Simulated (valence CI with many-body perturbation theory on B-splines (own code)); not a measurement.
# Mo9+: electric-dipole lines

Calculated by configuration interaction combined with many-body perturbation theory (CI+MBPT): five valence electrons over a frozen Dirac-Fock core [Ar] 3d10, radial functions for each j: 9 s, 9 p, 8 d, 6 f, 3 g, 1 h, with the one-electron correlation potential Σ1, the two-electron term Σ2, the three-electron term Σ3, Breit, model QED; selected CI, second order for the rest, scaled by the run's own slope (own B-spline code, finite nucleus).

No measured levels were compared; by estimate levels hold to about 250 cm⁻¹ or 0.2 % of their energy and the worst to 1 %, as in measured heavy ions of charge 2 to 7; those with d or f electrons hold less well. Among the levels kept, up to 720 cm⁻¹ of a level comes from second order outside the variational space, and about a tenth of that is noise between levels of different J, which matters for small intervals.

Lines 151 to 178 of 178 in falling wavelength, among levels below 69.418 eV, chosen from the strongest by gf and those to the six lowest levels. Wavelengths and rates use the calculated energies, so an error of 700 cm⁻¹ moves a line at 23.87 nm by 0.17 % and its rate by three times that or more. Electric multipoles are in the length gauge, E1 and E2 with the static RPA response of the core. Weak lines are less certain than strong ones. Lines between different terms over intervals too small for the method are left out, as are lines whose strength nearly cancels.

Names give the largest LS component (configuration and term), which can be under half, so a name can repeat, a term be missing and a line seem to break the LS rules; names also repeat where a configuration has a term twice. Letters in brackets count levels of one name in rising energy.

```
λ vac (nm)                  Upper            Lower   A (s⁻¹)  S (a.u.) with core polarisation  S without
     23.87  4s2 4p2 4d 2D_5/2 [c]  4s2 4p3 2P°_3/2  1.33e+11                         5.34e+00   5.76e+00
     23.87  4s2 4p2 4d 2P_1/2 [a]  4s2 4p3 4S°_3/2  3.45e+10                         4.63e-01   5.02e-01
     23.79  4s2 4p2 4d 2D_3/2 [b]  4s2 4p3 2D°_3/2  7.92e+10                         2.10e+00   2.28e+00
     23.75      4s2 4p2 4d 4P_3/2  4s2 4p3 4S°_3/2  9.50e+10                         2.51e+00   2.72e+00
     23.62  4s2 4p2 4d 2F_5/2 [b]  4s2 4p3 2D°_5/2  2.03e+10                         7.91e-01   8.57e-01
     23.53  4s2 4p2 4d 2D_5/2 [b]  4s2 4p3 2D°_3/2  9.78e+09                         3.78e-01   4.07e-01
     23.45  4s2 4p2 4d 2P_1/2 [b]  4s2 4p3 2D°_3/2  6.79e+09                         8.64e-02   9.33e-02
     23.42      4s2 4p2 4d 4P_1/2  4s2 4p3 4S°_3/2  8.83e+10                         1.12e+00   1.21e+00
     23.34  4s2 4p2 4d 2D_3/2 [a]  4s2 4p3 4S°_3/2  2.70e+10                         6.78e-01   7.34e-01
     23.15  4s2 4p2 4d 2F_5/2 [b]  4s2 4p3 2D°_3/2  1.27e+11                         4.65e+00   5.01e+00
     23.13  4s2 4p2 4d 2D_3/2 [c]  4s2 4p3 2P°_1/2  9.17e+10                         2.24e+00   2.42e+00
     23.12  4s2 4p2 4d 2P_3/2 [b]  4s2 4p3 2D°_5/2  2.34e+08                         5.71e-03   5.99e-03
     23.08  4s2 4p2 4d 2F_7/2 [b]  4s2 4p3 2D°_5/2  1.59e+11                         7.73e+00   8.34e+00
     22.71  4s2 4p2 4d 2D_5/2 [a]  4s2 4p3 4S°_3/2  1.20e+10                         4.17e-01   4.50e-01
     22.71      4s2 4p2 4d 2S_1/2  4s2 4p3 2D°_3/2  1.86e+10                         2.14e-01   2.32e-01
     22.67  4s2 4p2 4d 2P_3/2 [b]  4s2 4p3 2D°_3/2  1.80e+09                         4.14e-02   4.49e-02
     22.35  4s2 4p2 4d 2D_3/2 [b]  4s2 4p3 4S°_3/2  7.85e+05                         1.73e-05   1.70e-05
     22.13  4s2 4p2 4d 2D_5/2 [b]  4s2 4p3 4S°_3/2  1.37e+08                         4.40e-03   4.70e-03
     22.11  4s2 4p2 4d 2D_3/2 [c]  4s2 4p3 2D°_5/2  2.74e+08                         5.84e-03   6.25e-03
     22.05  4s2 4p2 4d 2P_1/2 [b]  4s2 4p3 4S°_3/2  9.42e+07                         9.97e-04   1.08e-03
     22.03  4s2 4p2 4d 2D_5/2 [c]  4s2 4p3 2D°_5/2  6.14e+09                         1.94e-01   2.09e-01
     21.79  4s2 4p2 4d 2F_5/2 [b]  4s2 4p3 4S°_3/2  4.92e+09                         1.51e-01   1.62e-01
     21.70  4s2 4p2 4d 2D_3/2 [c]  4s2 4p3 2D°_3/2  2.23e+06                         4.50e-05   4.05e-05
     21.62  4s2 4p2 4d 2D_5/2 [c]  4s2 4p3 2D°_3/2  1.74e+09                         5.20e-02   5.59e-02
     21.39      4s2 4p2 4d 2S_1/2  4s2 4p3 4S°_3/2  1.85e+07                         1.79e-04   1.90e-04
     21.36  4s2 4p2 4d 2P_3/2 [b]  4s2 4p3 4S°_3/2  1.78e+07                         3.42e-04   3.82e-04
     20.50  4s2 4p2 4d 2D_3/2 [c]  4s2 4p3 4S°_3/2  2.72e+08                         4.62e-03   4.99e-03
     20.42  4s2 4p2 4d 2D_5/2 [c]  4s2 4p3 4S°_3/2  7.40e+08                         1.87e-02   2.01e-02
```
